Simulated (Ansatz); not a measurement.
`[CH3][W]([OH])(=[S])=[S]` + NH₃ → `[CH3][W]([NH2])(=[S])=[S]` + H₂O at 600 K and 1 bar (ligand exchange at a W–O bond).

Computed with Ansatz on PBE0-D4/def2-TZVP structures; ΔE is electronic, products minus reactants. CBS: MP2 limit from def2 TZ/QZ plus the TZ coupled-cluster correction, frozen cores. This one scheme is used for every species. def2 core potentials past Kr. For W outer-core shells are correlated without core-valence functions, which leaves a few kJ/mol of doubt a bond. One conformer a species, not always the lowest.

```csv
species,CCSD(T)/CBS energy (Eh),H − E (kJ/mol),S (J/(mol·K))
`[CH3][W]([OH])(=[S])=[S]`,-978.28285,202.0,468.1
NH₃,-56.50880,112.4,219.5
`[CH3][W]([NH2])(=[S])=[S]`,-958.40741,237.6,474.8
H₂O,-76.37941,76.8,212.8
```

H − E and S are ideal-gas, rigid-rotor, harmonic terms from PBE0-D4/def2-TZVP, for one conformer and one mirror image of each species. 1 Eh = 2625.50 kJ/mol, R = 8.31446 J/(mol·K).

Problem. By hand: ΔE, ΔH, ΔS and ΔG.

Solution. ΔE = (-958.40741) + (-76.37941) − (-978.28285) − (-56.50880) = 0.00483 Eh = 12.7 kJ/mol. Δ(H − E) = 237.6 + 76.8 − 202.0 − 112.4 = 0.0, so ΔH = 12.7 kJ/mol. ΔS = 474.8 + 212.8 − 468.1 − 219.5 = 0.0 J/(mol·K). ΔG = 12.7 − 600 × (0.0)/1000 = 12.7 kJ/mol.

Problem. By hand: the equilibrium constant, and the temperature at which ΔG would vanish if ΔH and ΔS stayed fixed.

Solution. log₁₀ K = −ΔG/(RT ln 10) = -1.1. With ΔH or ΔS at zero there is no such temperature.

The number of gas molecules stays the same, so ΔS is small and ΔH decides. A doubt of 5 kJ/mol in ΔE shifts log₁₀ K by 0.4 here. Other conformers and mirror images would add mixing entropy, several J/(mol·K) or more a flexible species. These are equilibria of isolated gas molecules and say nothing of rates. Largest T1 diagnostic: 0.022 (customary marks: 0.02 for closed shells, 0.045 for open ones).

ΔS is within the doubt of such terms, so its sign, and with it that verdict, could turn.
